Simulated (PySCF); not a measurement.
Compound: CH5BFOP.
Bonds: C1–O2, O2–B3, B3–F4, B3–P5. Hydrogens: H6, H7, H8 on C1; H9, H10 on P5.

Method: PBE0-D3(BJ)/def2-SVP geometry optimisation, gas phase in PySCF; density fitting, grid level 1; the optimiser is geomeTRIC in internal coordinates, started from a GFN2-xTB structure with every atom displaced at random (about 0.01 Å).

Step 0: E = -15831.8244 eV
```
atom  x, y, z in Å  |  force x, y, z in eV/Å
C1     -1.5652   -0.2140    0.1051   -0.300   1.554  -0.516
O2     -0.2387   -0.4979   -0.1960   -0.350  -0.930   0.060
B3      0.7317    0.3797   -0.3196    1.297   0.668  -0.095
F4      0.5600    1.6952   -0.1454   -0.287  -0.125   0.003
P5      2.4720   -0.2620   -0.8590   -0.109   0.429  -0.741
H6     -1.8708   -0.7300    0.9989   -0.188  -0.467   0.680
H7     -2.1889   -0.5294   -0.7355   -0.238  -0.138  -0.101
H8     -1.7110    0.8871    0.2492   -0.037  -0.577   0.005
H9      2.4103   -1.4284   -0.1144   -0.109  -0.871   0.373
H10     3.1906    0.4130    0.1338    0.322   0.458   0.333
```

Step 1: E = -15831.9109 eV
```
atom  x, y, z in Å  |  force x, y, z in eV/Å
C1     -1.5819   -0.1782    0.0974    0.032  -0.255   0.168
O2     -0.2540   -0.5511   -0.2068    0.226   0.120  -0.034
B3      0.7551    0.3376   -0.3217   -0.404  -0.291  -0.040
F4      0.4946    1.6346   -0.1692    0.126   0.254   0.058
P5      2.5121   -0.2462   -0.8574    0.058  -0.113   0.216
H6     -1.9023   -0.7273    1.0018    0.027   0.099  -0.138
H7     -2.2393   -0.4715   -0.7339   -0.006   0.015  -0.024
H8     -1.6779    0.8996    0.2778   -0.012   0.091  -0.007
H9      2.4647   -1.4725   -0.1195    0.029   0.127  -0.095
H10     3.2191    0.4884    0.1484   -0.075  -0.047  -0.104
```

**Question.** Estimate the geometry and energy of step 2. (The exact step hangs on the optimiser's Hessian estimate; all steps are aligned on step 1, rigid shifts and turns removed.)

**Answer.** E = -15831.9099 eV, largest force 0.345 eV/Å
```
atom  x, y, z in Å  |  force x, y, z in eV/Å
C1     -1.5809   -0.1910    0.0979   -0.019  -0.027   0.016
O2     -0.2467   -0.5378   -0.2045    0.004   0.345  -0.010
B3      0.7462    0.3625   -0.3228    0.196  -0.236   0.000
F4      0.5566    1.6739   -0.1536   -0.253  -0.128   0.030
P5      2.4938   -0.2544   -0.8553    0.057  -0.032   0.008
H6     -1.8941   -0.7326    1.0034    0.008   0.020  -0.009
H7     -2.2305   -0.5034   -0.7334   -0.006   0.017  -0.001
H8     -1.6991    0.8897    0.2641   -0.003   0.019  -0.002
H9      2.4387   -1.4722   -0.1177    0.012   0.013  -0.015
H10     3.2061    0.4785    0.1390    0.004   0.009  -0.018
```

The energy changes by +0.0011 eV. The first-order estimate −F·Δx gives -0.0218 eV and the mean of the old and new forces, exact on a quadratic surface, +0.0015 eV. The step makes an angle of 74° with the force vector and moves no atom by more than 0.075 Å. The energy falls at the start of this step and ends higher, so the step passed the lowest point of its straight line.

What follows is the cost of the whole optimisation. The run took 20 s on one thread of an Arm Neoverse V1, shared host with 64 logical CPUs at a one-minute load of 44, and the process peaked at 0.40 GiB of memory.
